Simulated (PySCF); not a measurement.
**Atomic charges against the basis set**

Species: C₃H₃AlF₂.
Structure used (PBE0-D3(BJ)/def2-SVP), in Å, numbered top down from 1:
```
atom  x, y, z in Å
F1     2.3801    2.0465   -0.3003
Al2    1.8187    0.5120   -0.0390
F3     2.9586   -0.6595    0.2119
C4    -0.0342    0.1155   -0.0240
C5    -1.2770    0.5281   -0.0850
C6    -1.1432   -0.9324    0.0854
H7    -1.9584    1.3721   -0.1803
H8    -1.3318   -1.6048   -0.7648
H9    -1.3536   -1.3947    1.0614
```

PBE0 throughout (PySCF), one geometry, spherical d and f functions. Geometry: PBE0-D3(BJ)/def2-SVP; no solvent, vibrations or thermal averaging. Atoms taken as equivalent share a column and are averaged.

Mulliken charges (e):

```json
{"basis": "STO-3G", "functions": "37", "F1/F3": "-0.275", "Al2": "+0.900", "C4": "-0.268", "C5": "-0.125", "C6": "-0.168", "H7": "+0.092", "H8/H9": "+0.059"}
{"basis": "6-31G", "functions": "64", "F1/F3": "-0.525", "Al2": "+1.352", "C4": "-0.337", "C5": "-0.147", "C6": "-0.370", "H7": "+0.200", "H8/H9": "+0.176"}
{"basis": "pcSseg-0", "functions": "64", "F1/F3": "-0.530", "Al2": "+1.636", "C4": "-0.644", "C5": "-0.239", "C6": "-0.451", "H7": "+0.268", "H8/H9": "+0.245"}
{"basis": "6-31G*", "functions": "94", "F1/F3": "-0.467", "Al2": "+1.003", "C4": "-0.123", "C5": "-0.103", "C6": "-0.384", "H7": "+0.192", "H8/H9": "+0.174"}
{"basis": "cc-pVDZ", "functions": "103", "F1/F3": "-0.387", "Al2": "+0.783", "C4": "-0.089", "C5": "-0.043", "C6": "-0.024", "H7": "+0.035", "H8/H9": "+0.056"}
{"basis": "def2-SVP", "functions": "103", "F1/F3": "-0.404", "Al2": "+1.039", "C4": "-0.268", "C5": "-0.091", "C6": "-0.065", "H7": "+0.057", "H8/H9": "+0.069"}
{"basis": "aug-cc-pVDZ", "functions": "169", "F1/F3": "-0.651", "Al2": "+1.118", "C4": "-0.541", "C5": "+0.889", "C6": "+0.854", "H7": "-0.305", "H8/H9": "-0.357"}
{"basis": "6-311+G(2d,p)", "functions": "188", "F1/F3": "-0.528", "Al2": "+1.607", "C4": "-0.235", "C5": "-0.437", "C6": "-0.260", "H7": "+0.142", "H8/H9": "+0.119"}
{"basis": "def2-TZVP", "functions": "210", "F1/F3": "-0.343", "Al2": "+0.829", "C4": "-0.263", "C5": "-0.065", "C6": "-0.216", "H7": "+0.172", "H8/H9": "+0.115"}
{"basis": "cc-pVTZ", "functions": "226", "F1/F3": "-0.320", "Al2": "+0.715", "C4": "-0.178", "C5": "-0.055", "C6": "-0.188", "H7": "+0.146", "H8/H9": "+0.101"}
{"basis": "IGLO-III", "functions": "249", "F1/F3": "-0.591", "Al2": "+1.471", "C4": "-0.270", "C5": "-0.100", "C6": "-0.236", "H7": "+0.109", "H8/H9": "+0.104"}
```

IAO charges (e):

```csv
basis,functions,F1/F3,Al2,C4,C5,C6,H7,H8/H9
STO-3G,37,-0.462,+1.335,-0.363,-0.130,-0.266,+0.137,+0.105
6-31G,64,-0.539,+1.369,-0.383,-0.090,-0.271,+0.180,+0.137
pcSseg-0,64,-0.529,+1.374,-0.397,-0.089,-0.274,+0.174,+0.135
6-31G*,94,-0.556,+1.431,-0.396,-0.089,-0.255,+0.171,+0.125
cc-pVDZ,103,-0.555,+1.418,-0.390,-0.090,-0.257,+0.175,+0.127
def2-SVP,103,-0.553,+1.426,-0.394,-0.087,-0.249,+0.169,+0.121
aug-cc-pVDZ,169,-0.569,+1.451,-0.392,-0.094,-0.267,+0.179,+0.131
"6-311+G(2d,p)",188,-0.572,+1.466,-0.400,-0.093,-0.269,+0.179,+0.131
def2-TZVP,210,-0.574,+1.473,-0.402,-0.095,-0.268,+0.178,+0.130
cc-pVTZ,226,-0.571,+1.466,-0.399,-0.095,-0.269,+0.178,+0.130
IGLO-III,249,-0.574,+1.473,-0.400,-0.096,-0.269,+0.179,+0.131
```

Hirshfeld charges (e):

| basis | functions | F1/F3 | Al2 | C4 | C5 | C6 | H7 | H8/H9 |
| --- | --- | --- | --- | --- | --- | --- | --- | --- |
| STO-3G | 37 | -0.219 | +0.695 | -0.179 | -0.065 | -0.062 | +0.047 | +0.001 |
| 6-31G | 64 | -0.312 | +0.737 | -0.183 | -0.014 | -0.076 | +0.086 | +0.036 |
| pcSseg-0 | 64 | -0.313 | +0.767 | -0.179 | -0.018 | -0.083 | +0.079 | +0.030 |
| 6-31G* | 94 | -0.294 | +0.709 | -0.174 | -0.017 | -0.080 | +0.083 | +0.033 |
| cc-pVDZ | 103 | -0.286 | +0.695 | -0.172 | -0.015 | -0.087 | +0.083 | +0.034 |
| def2-SVP | 103 | -0.292 | +0.717 | -0.172 | -0.017 | -0.091 | +0.081 | +0.032 |
| aug-cc-pVDZ | 169 | -0.306 | +0.749 | -0.179 | -0.025 | -0.099 | +0.087 | +0.040 |
| 6-311+G(2d,p) | 188 | -0.305 | +0.748 | -0.181 | -0.024 | -0.095 | +0.086 | +0.038 |
| def2-TZVP | 210 | -0.295 | +0.728 | -0.177 | -0.024 | -0.096 | +0.085 | +0.037 |
| cc-pVTZ | 226 | -0.292 | +0.721 | -0.176 | -0.023 | -0.096 | +0.084 | +0.037 |
| IGLO-III | 249 | -0.294 | +0.730 | -0.175 | -0.026 | -0.100 | +0.085 | +0.038 |

Problem. Which scheme is steadiest as the basis changes?

Solution. Largest range over the bases for any column: Hirshfeld 0.09 e, IAO 0.14 e, Mulliken 1.33 e. Hirshfeld charges move least and Mulliken charges most, counted in e. Without the minimal STO-3G basis the ranges are Hirshfeld 0.07, IAO 0.10, Mulliken 1.33 e.

Problem. How much do the charges still move between the two largest bases, cc-pVTZ and IGLO-III?

Solution. At most, over all atoms: Mulliken 0.756 e, IAO 0.007 e, Hirshfeld 0.009 e.

Problem. What do the same runs give for the total energy, the frontier levels and the dipole moment?

Solution. 
```json
{"basis": "STO-3G", "energy (Eh)": "-550.6021", "HOMO (eV)": "-4.85", "LUMO (eV)": "3.02", "μ (D)": "0.60"}
{"basis": "6-31G", "energy (Eh)": "-557.7344", "HOMO (eV)": "-7.77", "LUMO (eV)": "-1.64", "μ (D)": "3.14"}
{"basis": "pcSseg-0", "energy (Eh)": "-556.8729", "HOMO (eV)": "-7.98", "LUMO (eV)": "-1.64", "μ (D)": "2.62"}
{"basis": "6-31G*", "energy (Eh)": "-557.8350", "HOMO (eV)": "-7.53", "LUMO (eV)": "-1.35", "μ (D)": "2.33"}
{"basis": "cc-pVDZ", "energy (Eh)": "-557.8630", "HOMO (eV)": "-7.69", "LUMO (eV)": "-1.61", "μ (D)": "2.52"}
{"basis": "def2-SVP", "energy (Eh)": "-557.5436", "HOMO (eV)": "-7.70", "LUMO (eV)": "-1.55", "μ (D)": "2.35"}
{"basis": "aug-cc-pVDZ", "energy (Eh)": "-557.8981", "HOMO (eV)": "-7.76", "LUMO (eV)": "-1.75", "μ (D)": "2.55"}
{"basis": "6-311+G(2d,p)", "energy (Eh)": "-557.9715", "HOMO (eV)": "-7.77", "LUMO (eV)": "-1.75", "μ (D)": "2.56"}
{"basis": "def2-TZVP", "energy (Eh)": "-558.0077", "HOMO (eV)": "-7.73", "LUMO (eV)": "-1.66", "μ (D)": "2.41"}
{"basis": "cc-pVTZ", "energy (Eh)": "-557.9892", "HOMO (eV)": "-7.71", "LUMO (eV)": "-1.62", "μ (D)": "2.38"}
{"basis": "IGLO-III", "energy (Eh)": "-558.0127", "HOMO (eV)": "-7.74", "LUMO (eV)": "-1.67", "μ (D)": "2.42"}
```

The dipole is fixed by the density alone, so its range of 2.54 D shows that the density itself changes with the basis, not only its division among atoms.
